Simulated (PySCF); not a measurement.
# Working out the excitation energy of N

N [He] 2s2 2p3 (4S) → N [He] 2s1 2p4 (4P). Calculation: PySCF 2.14, in dyall-av2z (11s7p2d, 42 functions); the non-relativistic Hamiltonian (point nucleus). Frozen: 1s2; the 8 highest virtual orbitals dropped. Energies in hartree (1 hartree = 27.21139 eV):

| part | N (lower) | N (upper) |
| --- | --- | --- |
| UHF | -54.402709 | -54.002041 |
| MP2 opposite-spin | -0.058351 | -0.054816 |
| MP2 same-spin | -0.026137 | -0.025371 |

What does Hartree-Fock give?

(-54.002041) − (-54.402709) = 0.400668 hartree = 10.903 eV.

What do MP2 and SCS-MP2 (6/5 opposite-spin, 1/3 same-spin) give?

The opposite-spin parts differ by 0.096 eV and the same-spin parts by 0.021 eV. MP2: 10.903 + (0.096) + (0.021) = 11.020 eV. SCS-MP2: 10.903 + 1.2 × (0.096) + (0.021)/3 = 11.025 eV.

Measured between the centres of the two terms (NIST): 10.927 eV, so MP2 (valence) is off by 0.093 eV.

A double-zeta basis recovers only part of the correlation energy.

What remains against the reference includes basis incompleteness, the frozen core and correlation beyond second order.
